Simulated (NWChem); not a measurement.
SiNH$_{4}$OF; SMILES F[SiH](O)N

```xyz
8

Si    -0.0321    -0.0035    -0.3396
N     -0.3947    -1.5560     0.2345
O      1.4887     0.3708     0.1852
F     -0.9897     1.1845     0.2378
H     -0.2242     0.0280    -1.8082
H     -1.0813    -2.1522    -0.2083
H     -0.1412    -1.8656     1.1645
H      1.6564     1.3044     0.3430
```
Atoms are numbered in this order, from 1.

Computed with NWChem. Pople sets run with spherical d functions. All runs use the structure optimised with PBE0/def2-SVP.

Problem. Order these by “dipole (D)”, lowest first: PBE0/3-21G; PBE0/6-311G**; PBE0/6-31+G*; PBE0/STO-3G.

Solution. PBE0/STO-3G (0.54), PBE0/3-21G (0.77), PBE0/6-31+G* (0.83), PBE0/6-311G** (0.88)
